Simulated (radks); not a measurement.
The numbers below are computed, except where a source is named.
Ionisation of N+, [He] 2s2 2p2, to N2+, [He] 2s2 2p1, under several functionals. Dirac Kohn-Sham, spin-unpolarised, spherical densities, finite nucleus; open shells are shared between the two j in proportion to 2j + 1; a radial shooting solver on a logarithmic mesh with Libxc functionals. The NIST Atomic Spectra Database gives 29.601 eV (semi-empirical). Rank these functionals by the error of their Delta-SCF ionisation energy: LDA (Slater exchange, Perdew-Wang correlation); BLYP; SOGGA; exchange-only B88; B86b exchange with PBE correlation; XLYP; exchange-only PBE; PBEsol.

Answer. From best to worst: LDA (Slater exchange, Perdew-Wang correlation) 28.972 eV (-0.629); XLYP 28.926 eV (-0.675); B86b exchange with PBE correlation 28.908 eV (-0.693); BLYP 28.873 eV (-0.728); PBEsol 28.737 eV (-0.864); SOGGA 28.613 eV (-0.988); exchange-only B88 27.922 eV (-1.679); exchange-only PBE 27.921 eV (-1.680). Spin polarisation and multiplet splitting are left out, so open shells lie too high by an amount that depends on their filling.

Beside tabulated values, note that spin-unpolarised runs miss the spin-polarisation part of the exchange energy of open shells.
